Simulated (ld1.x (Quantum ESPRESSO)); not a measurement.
## V (Z = 23), PAW: configuration errors across variants

V, PAW, made with ld1.x (Quantum ESPRESSO) 7.5 (PBE, scalar-relativistic). Core [Ne], reference 3s2 3p6 3d3 4s1.75 4p0 (charge +0.25). Waves: 3s (bound): rcut 1.40, rcutus 1.85 bohr; 4s (bound): rcut 1.40, rcutus 1.85 bohr; 3p (bound): rcut 1.40, rcutus 1.70 bohr; 4p (bound, empty): rcut 1.40, rcutus 1.70 bohr; 3d (bound): rcut 1.55, rcutus 1.75 bohr; 3d channel at 2.65 Ry: rcut 1.55, rcutus 1.75 bohr. Local part: all-electron potential smoothed inside 1.45 bohr (lloc = -2). Core correction: Bessel-smoothed model core inside 0.85 bohr. Augmentation charge: PSQ, inside the norm-conserving radii.

All-electron excitation energies from the reference (eV): (1) 3s2 3p6 3d3 4s2 4p0 -1.358; (2) 3s2 3p6 3d3 4s1 4p0 6.376; (3) 3s2 3p6 3d3 4s0 4p0 20.672.

The overlap operator is not positive definite (basis up to 400 Ry) in “base”, “core correction Bessel-smoothed model core inside 0.86 bohr”, “waves 3d (bound): rcut 1.55, rcutus 1.68 bohr; 3d channel at 2.65 Ry: rcut 1.55, rcutus 1.68 bohr”, “waves 3p (bound): rcut 1.40, rcutus 2.02 bohr; 4p (bound): rcut 1.40, rcutus 2.02 bohr”, “wave 3d channel at 2.65 Ry: rcut 1.55, rcutus 1.75 bohr becomes 3d channel at -0.4 Ry: rcut 1.55, rcutus 1.75 bohr”, “local potential all-electron potential smoothed inside 0.88 bohr (lloc = -2)”, “local potential all-electron potential smoothed inside 1.30 bohr (lloc = -1)”. Such files are unfit for use, however small their errors in these radial tests.

3 further variants failed, have other tests or another functional or relativity, and are left out.

Errors AE − PS in meV (a dash: test not solved or not reliable):

```tsv
change	(1)	(2)	(3)	bound ghosts
base	+0.2	-0.1	-1.5	not determined (overlap not positive)
core correction Bessel-smoothed model core inside 0.86 bohr	+0.2	-0.1	-1.5	not determined (overlap not positive)
waves 3d (bound): rcut 1.55, rcutus 1.68 bohr; 3d channel at 2.65 Ry: rcut 1.55, rcutus 1.68 bohr	+0.1	-0.2	-1.6	not determined (overlap not positive)
waves 3p (bound): rcut 1.40, rcutus 2.02 bohr; 4p (bound): rcut 1.40, rcutus 2.02 bohr	+0.2	-0.1	-1.9	not determined (overlap not positive)
wave 3d channel at 2.65 Ry: rcut 1.55, rcutus 1.75 bohr becomes 3d channel at -0.4 Ry: rcut 1.55, rcutus 1.75 bohr	+0.2	-0.3	-2.2	not determined (overlap not positive)
local potential all-electron potential smoothed inside 0.88 bohr (lloc = -2)	+0.1	-0.3	+0.2	not determined (overlap not positive)
local potential all-electron potential smoothed inside 1.30 bohr (lloc = -1)	+0.1	-1.4	-4.8	not determined (overlap not positive)
```

Give the same row for: waves 3s (bound): rcut 1.40, rcutus 1.72 bohr; 4s (bound): rcut 1.40, rcutus 1.72 bohr.

+0.1, -0.5, -1.9; bound ghosts: none.
